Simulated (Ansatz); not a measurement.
Reaction (formal loss of a carbene): `[CH3][Al]([F])[CH2]O` → `[CH2]` (triplet) + `[CH3][Al]([OH])[F]`

Calculated with Ansatz (gas phase, PBE0-D4/def2-TZVP geometries, no zero-point term in ΔE). CCSD(T)/CBS is the MP2 limit (def2-TZVPP, def2-QZVPP) plus CCSD(T) − MP2 in def2-TZVPP, frozen cores. This one scheme is used for every species. DFT in def2-TZVPP. Triplets are unrestricted, without spin–orbit coupling. One conformer a species, not always the lowest.

CCSD(T)/CBS gives +49.7 kcal/mol.

Q: Another level gave +14.0 kcal/mol. Which?
A. CCSD(T)/def2-TZVPP
B. HF/def2-TZVPP
C. PBE0/def2-TZVPP
D. r2SCAN-D4/def2-TZVPP

A: B. HF/def2-TZVPP 14.0, r2SCAN-D4 45.4, CCSD(T)/def2-TZVPP 47.3, PBE0 50.9 kcal/mol.

Largest T1 diagnostic among the species: 0.012.

In def2-TZVPP, CCSD(T) changes the Hartree–Fock value by +33.2 kcal/mol (the triples alone add +2.9 kcal/mol) and MP2 by +33.9 kcal/mol. The D4 term adds +2.0 kcal/mol with B3LYP and +1.1 kcal/mol with PBE0; it sums over pairs of atoms, weighted by their polarisabilities, and B3LYP, whose exchange is more repulsive, gets the larger term.

B3LYP here is the variant with VWN-RPA as its local correlation; programs differ in this.
